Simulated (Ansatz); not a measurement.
`ClB(Cl)[SeH]` + H₂O → `OB(Cl)Cl` + H₂Se at 700 K and 1 bar (formal hydrolysis of a B–Se bond).

Gas-phase electronic energies from Ansatz, PBE0-D4/def2-TZVP geometries. CCSD(T)/CBS is the MP2 limit (def2-TZVPP, def2-QZVPP) plus CCSD(T) − MP2 in def2-TZVPP, frozen cores. This one scheme is used for every species. For Se outer-core shells are correlated without core-valence functions, which leaves a few kJ/mol of doubt a bond. Scalar relativity is left out up to krypton. Each species was taken in one conformer, which may not be the lowest.

| species | CCSD(T)/CBS energy (Eh) | H − E (kJ/mol) | S (J/(mol·K)) |
| --- | --- | --- | --- |
| `ClB(Cl)[SeH]` | -3345.76079 | 90.3 | 396.5 |
| H₂O | -76.37941 | 80.5 | 218.4 |
| `OB(Cl)Cl` | -1020.26564 | 102.6 | 361.9 |
| H₂Se | -2401.89790 | 61.1 | 251.1 |

H − E and S are ideal-gas, rigid-rotor, harmonic terms from PBE0-D4/def2-TZVP, for one conformer and one mirror image of each species. 1 Eh = 2625.50 kJ/mol, R = 8.31446 J/(mol·K).

Question: By hand: ΔE, ΔH, ΔS and ΔG.

Answer: ΔE = (-1020.26564) + (-2401.89790) − (-3345.76079) − (-76.37941) = -0.02334 Eh = -61.3 kJ/mol. Δ(H − E) = 102.6 + 61.1 − 90.3 − 80.5 = -7.1, so ΔH = -68.4 kJ/mol. ΔS = 361.9 + 251.1 − 396.5 − 218.4 = -1.9 J/(mol·K). ΔG = -68.4 − 700 × (-1.9)/1000 = -67.1 kJ/mol.

Question: By hand: the equilibrium constant, and the temperature at which ΔG would vanish if ΔH and ΔS stayed fixed.

Answer: log₁₀ K = −ΔG/(RT ln 10) = 5.0. ΔG = 0 at ΔH/ΔS = 36000 K, far beyond where these terms or the molecules hold.

The number of gas molecules stays the same, so ΔS is small and ΔH decides. A doubt of 5 kJ/mol in ΔE shifts log₁₀ K by 0.4 here. Other conformers and mirror images would add mixing entropy, several J/(mol·K) or more a flexible species. These are equilibria of isolated gas molecules and say nothing of rates. Largest T1 diagnostic: 0.011 (customary marks: 0.02 for closed shells, 0.045 for open ones).
